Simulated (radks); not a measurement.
Task: The mean radii <r> (bohr) of the occupied orbitals of an atom or ion are listed with their occupations. Method: scalar-relativistic Kohn-Sham, SCAN, spin-polarised, spherical densities, finite nucleus; meta-GGA in the generalised Kohn-Sham scheme; Fermi nuclear charge, rms radius of each element as measured or else 0.836 A^(1/3) + 0.57 fm; computed with a radial shooting solver on a logarithmic mesh with Libxc functionals.

| orbital | occ. | <r> |
|---|---|---|
| 1s | 2 | 0.01605 |
| 2s | 2 | 0.06758 |
| 2p | 6 | 0.06143 |
| 3s | 2 | 0.1744 |
| 3p | 6 | 0.1764 |
| 3d | 10 | 0.1600 |
| 4s | 2 | 0.3841 |
| 4p | 6 | 0.4095 |
| 4d | 10 | 0.4308 |
| 5s | 2 | 0.8563 |
| 4f | 14 | 0.4538 |
| 5p | 6 | 0.9754 |
| 5d | 10 | 1.253 |

Name the element and its charge. Open shells, if any, are filled with parallel spins first.

Result: Z = 82, lead, charge +4: Pb4+ in [Xe] 4f14 5d10. The 1s radius gives Z: for a bare nucleus <r> = (2 gamma + 1)/(2Z) with gamma = sqrt(1 - (Z/c)^2), 0.01587 bohr for Z = 82, and screening makes it slightly larger (0.01605 here). The occupations add up to 78, and the charge is Z minus that.
